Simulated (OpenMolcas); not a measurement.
Computed levels of 5d³ in ions with 71 electrons, in cm-1 above ⁴F_3/2.

```yaml
Program: OpenMolcas 26.06
Method: MS-CASPT2, IPEA 0.25 Eh, imaginary shift 0.1 Eh
Basis: ANO-RCC-VTZP
Scalar_Hamiltonian: DKH2, point nucleus
Spin-orbit_coupling: RASSI with atomic mean-field integrals over the reference wave functions, term energies averaged over their components
```

Active space for each ion: 3 electrons in 5 orbitals (5d); closed shells correlated by CASPT2: 5s 5p.

| Level | Re4+ | Os5+ | Pt7+ |
| --- | --- | --- | --- |
| ⁴F_5/2 | 4910 | 6510 | 10460 |
| ⁴F_7/2 | 9100 | 11650 | 17570 |
| ⁴P_1/2 | 14870 | 17340 | 22780 |
| ²G_7/2 | 19570 | 23420 | 32610 |
| ²H_9/2 | 20670 | 24710 | 34510 |
| ⁴P_5/2 | 21550 | 25530 | 34360 |
| ²P_1/2 | 24460 | 29570 | 40970 |
| ²H_11/2 | 28060 | 33080 | 44720 |
| ²D_5/2(1) | 29850 | 35430 | 47900 |

Question: Estimate ⁴F_7/2, ⁴P_1/2, ²G_7/2 for Ir6+ from its neighbours Os5+ and Pt7+.

Answer: ⁴F_7/2 is fine structure, which grows about as the fourth power of a screened charge, so the fourth roots are averaged: ((11650^0.25 + 17570^0.25) / 2)^4 = 14383. The calculation gives 14590, so the estimate is off by -1.4 %.
⁴P_1/2 is another term, which grows about linearly with the charge: (17340 + 22780) / 2 = 20060. The calculation gives 20000, so the estimate is off by +0.3 %.
²G_7/2 is another term, which grows about linearly with the charge: (23420 + 32610) / 2 = 28015. The calculation gives 27940, so the estimate is off by +0.3 %.

Mixed levels, with the weight of the term that names them: Re4+ ⁴P_1/2 (66 %), Re4+ ²H_9/2 (56 %), Re4+ ²P_1/2 (66 %), Os5+ ⁴P_1/2 (67 %), Os5+ ²H_9/2 (56 %), Os5+ ²P_1/2 (67 %), Ir6+ ⁴P_1/2 (68 %), Ir6+ ²H_9/2 (55 %), Ir6+ ²P_1/2 (68 %), Pt7+ ⁴P_1/2 (67 %), Pt7+ ²G_7/2 (74 %), Pt7+ ²H_9/2 (54 %), Pt7+ ²P_1/2 (67 %).

CASPT2 breaks the degeneracy within a term, and the mean is taken; among the terms shown or strongly mixed into the levels shown the widest spread is 560 cm-1 (5d³ ⁴F, Os5+). Levels of configurations outside the active space are missing.

A number in round brackets counts repeated terms of one configuration in the order of the reference energies.
